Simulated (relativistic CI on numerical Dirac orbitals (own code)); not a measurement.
## One change at a time: Dy⁵⁵⁺

Base calculation: Dirac-Coulomb-Breit CI, KLI orbitals optimised for each configuration, model QED (radiative potential, 1s self-energy scaled to tabulated hydrogen-like ionisation energies), unscaled Slater integrals.

Configuration list (outside the closed core [Ne]): 3s, 3p, 3d, 4s, 4p, 4d, 4f, 5s, 5p, 5d, 5f, 5g, 6s, 6p, 6d, 7s, 7p. Levels of other configurations are missing.

Variants: (1) configuration mixing switched off. Shifts of the energy above 3s 2S_1/2, in eV, for the lowest level and the first level of each name with at least 55 % of one term (blank where a level changes its place among those of its configuration and J or its character, or is not in the variant):

```
     Level     Base   Δ(1)
 3s 2S_1/2     0.00   0.00
3p 2P°_1/2   134.11  +0.02
3p 2P°_3/2   352.45  -0.01
 3d 2D_3/2   514.83  -0.01
 3d 2D_5/2   564.73  -0.02
 4s 2S_1/2  2464.66  -0.04
4p 2P°_1/2  2520.13  -0.04
4p 2P°_3/2  2609.39  -0.03
 4d 2D_3/2  2670.97  -0.04
 4d 2D_5/2  2692.57  -0.03
4f 2F°_5/2  2725.18  -0.03
4f 2F°_7/2  2734.59  -0.03
 5s 2S_1/2  3561.81  -0.04
5p 2P°_1/2  3589.70  -0.05
```

At this charge energies of transitions that change n are usually good to better than 1 %, and those within a shell (Δn = 0) to a few per cent.

Ionisation energy from the two ground configurations alone: base 5411.52 eV. The NIST ASD value (theoretical) is 5412 eV.
